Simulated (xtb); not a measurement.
Ga(Me)2(NH2) (C2H8GaN), SMILES [CH3][Ga]([CH3])[NH2]. All values are semi-empirical tight-binding results from xtb (GFN2-xTB unless named), good for trends rather than for accurate numbers. Coordinates come from a GFN2-xTB optimisation. The isomer is the one that the SMILES or the coordinates give; other isomers of the formula were not compared. The values are those of a single conformer.

The geometry has at least one imaginary mode, so it is a saddle point at that level.

For metal compounds this method's bond lengths and energies can be far off.

```json
{
 "orbital_gap": "4.33 eV"
}
```
